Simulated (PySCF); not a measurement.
Compound: C3H7O2S2Si (doublet state).
SMILES with atom numbers: `[OH:1][CH:2][O:3][SiH:4]1[S:5][CH2:6][CH2:7][S:8]1` (hydrogens: H9 on O1; H10 on C2; H11 on Si4; H12, H13 on C6; H14, H15 on C7)

Geometry (GFN2-xTB, Å), atoms numbered from 1 in this order:
```xyz
15
C3H7O2S2Si angstrom
O     -2.661    1.193    0.093
C     -2.996   -0.118    0.045
O     -2.052   -1.065    0.175
Si    -0.440   -1.150    0.272
S      0.419    0.493    1.384
C      1.672    0.977    0.141
C      2.122   -0.201   -0.695
S      0.703   -0.983   -1.538
H     -1.861    1.308    0.628
H     -3.804   -0.346   -0.630
H     -0.265   -2.420    0.937
H      2.510    1.397    0.696
H      1.231    1.752   -0.487
H      2.612   -0.958   -0.083
H      2.805    0.128   -1.477
```

The hyperfine couplings belong to this conformer and change with its torsions.

Method: PySCF, UKS B3LYP, pcH-1 on C H O S Si, non-relativistic, mean-field spin-orbit, GIAO. Geometry: GFN2-xTB, one conformer, isolated molecule. The geometry wasn't refined by DFT: couplings that depend on bond lengths, twists or pyramidal angles can differ widely from those at the functional's own minimum. The SCF solution wasn't tested for stability.

Problem. Where do the isotropic ENDOR lines of H10, H9, H11 and H13/H15 fall at 1219.7 mT, to first order?

Solution. For S = 1/2 in fast tumbling each set of equivalent nuclei gives two lines, ν± = |νn ± a/2| to first order, with νn = g_N μN B/h and μN/h = 7.62259 MHz/T.

| nuclei | isotope | g_N | νn (MHz) | a_iso (MHz) | lower line (MHz) | upper line (MHz) |
| --- | --- | --- | --- | --- | --- | --- |
| H10 | 1H | 5.5857 | 51.93 | -6.91 | 48.48 | 55.39 |
| H9 | 1H | 5.5857 | 51.93 | -4.80 | 49.53 | 54.33 |
| H11 | 1H | 5.5857 | 51.93 | -4.32 | 49.77 | 54.09 |
| H13/H15 | 1H | 5.5857 | 51.93 | 1.26 | 51.30 | 52.56 |

Problem. Which pairs are centred on the nuclear Larmor frequency, and which on half the coupling?

Solution. Centred on νn, since |a| < 2νn: H10, H9, H11 and H13/H15. No pair has |a| > 2νn.

Nuclei that the bonding pattern makes equivalent are averaged, as if the motion that swaps them (rotation, inversion, ring flip) were fast.
